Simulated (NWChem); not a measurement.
# CH3FN2Zn; SMILES [Zn]1([NH]C=[NH]->1)[F]

```xyz
8

Zn     0.0012     0.4800     0.0000
F     -0.0021     2.2250     0.0000
C     -0.0013    -1.9098     0.0000
N     -0.0003    -1.1876    -1.1096
N     -0.0003    -1.1876     1.1096
H     -0.0030    -3.0047     0.0000
H     -0.0007    -1.6672    -1.9996
H     -0.0007    -1.6672     1.9996
```
Atoms are numbered in this order, from 1.

All runs: NWChem. Pople sets run with spherical d functions. All runs use the structure optimised with B3LYP/6-31G* (spherical d).

**Question.** Predict the results for PBE0/6-31G*. Quantities: highest occupied level (eV); orbital gap (eV); dipole (D).

**Answer.** 
```
Item                         Value
---------------------------  -----
highest occupied level (eV)  -6.70
orbital gap (eV)              6.70
dipole (D)                    4.89
```
